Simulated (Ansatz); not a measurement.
`BC(B)C` → 2 B• + 2 C• + 8 H•  (atomization)

Computed with Ansatz on PBE0-D4/def2-TZVP structures; ΔE is electronic, products minus reactants. CCSD(T)/CBS is the MP2 limit (def2-TZVPP, def2-QZVPP) plus CCSD(T) − MP2 in def2-TZVPP, frozen cores. This one scheme is used for every species, atoms too. DFT in def2-TZVPP. B3LYP here is the variant with VWN-RPA as its local correlation; programs differ in this. HSE06 is defined as in plane-wave codes. No spin–orbit coupling; open shells (•) take unrestricted orbitals. Spin–orbit coupling would lower the free atoms: a little for B, C.

```csv
level,ΔE (kcal/mol),difference from CCSD(T)/CBS
LDA (SPW92),1183.2,131.5
PBE-D4,1069.9,18.2
revPBE-D4,1049.9,-1.8
B3LYP-D4,1061.8,10.1
r2SCANh-D4,1060.0,8.3
CAM-B3LYP-D4,1065.5,13.8
ωB97M-V,1061.5,9.8
PBE0,1059.3,7.6
B3LYP,1054.6,2.9
r2SCANh,1058.9,7.2
HSE06,1060.2,8.5
HF/def2-SVP,843.3,-208.4
MP2/def2-SVP,1022.2,-29.5
MP2/def2-TZVPP,1041.2,-10.5
SCS-MP2/def2-TZVPP,1041.0,-10.7
SCS-MP2/def2-QZVPP,1053.9,2.2
CCSD(T)/CBS,1051.7,0
```

What do rigid-rotor, harmonic-oscillator terms from PBE0-D4/def2-TZVP frequencies (298.15 K, 1 bar) make of the CCSD(T)/CBS value? (Best estimate.)

The calculation gave: ΔZPE = -59.7 kcal/mol, ΔH = +1005.1 kcal/mol, ΔS = 1224 J/(mol·K), ΔG = +917.9 kcal/mol. Open shells count their whole term as degenerate.

Largest T1 diagnostic among the species: 0.014.

From r2SCAN to r2SCAN0 (25 % exact exchange), in def2-TZVPP and without D4, ΔE moves by −6.8 kcal/mol: exact exchange takes away binding that semilocal exchange gives to molecules. Leaving LDA and LC-ωPBE aside and taking each functional with its dispersion term where it has one, the values, not all of them listed here, spread over 24.4 kcal/mol, from BHLYP-D4 to PBE-D4. LDA lies +117.7 kcal/mol from PBE without D4, its usual overbinding. The D4 term adds +7.1 kcal/mol with B3LYP and +3.7 kcal/mol with PBE0; it sums over pairs of atoms, weighted by their polarisabilities, and B3LYP, whose exchange is more repulsive, gets the larger term.

For atomizations the MP2-based limit and the directly extrapolated one differ by several kJ/mol either way, and by 10 to 25 for some Ge, Se and Sn compounds, so smaller differences from it don't rank the levels.
